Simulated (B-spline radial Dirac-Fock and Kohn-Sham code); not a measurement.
## Dipole and non-dipole photoemission parameters of V⁵⁺ 3p3/2

System: the V⁵⁺ ion, configuration [Ne] 3s2 3p6; threshold 126.9 eV (orbital energy of the model). Model: Dirac-Hartree-Slater photoionisation with a Latter tail; cross sections with all multipoles, angular parameters from the dipole term and its interference with E2. Program: a radial atomic solver.

```
hν (eV)   σ (kb)      β       γ      δ
    143      971  0.970   0.103  0.012
    288      414  1.592  -0.020  0.002
    300      388  1.603  -0.019  0.002
    400      229  1.638   0.016  0.004
    735     61.3  1.588   0.187  0.010
    781     53.3  1.577   0.210  0.011
    900     38.0  1.547   0.266  0.013
   1240        ?      ?       ?      ?
 1253.6     16.4  1.460   0.412  0.021
   1340     13.7  1.439   0.442  0.023
   1520     9.81  1.397   0.499  0.028
   1570     8.99  1.386   0.514  0.029
   1610     8.39  1.377   0.525  0.030
 2984.4     1.42  1.132   0.820  0.067
   4670    0.350  0.927   1.020  0.114
   7750   0.0653  0.691   1.211  0.192
 8047.8   0.0574  0.674   1.224  0.199
   8330   0.0510  0.658   1.235  0.206
   9290   0.0350  0.610   1.271  0.228
  15000  0.00642  0.411   1.414  0.343
```

Q: Give the values at 1240 eV.

A: σ = 16.8 kb, β = 1.463, γ = 0.407, δ = 0.021.

Values without a named source are computed, but for edge energies of neutral atoms, which are taken from tables.
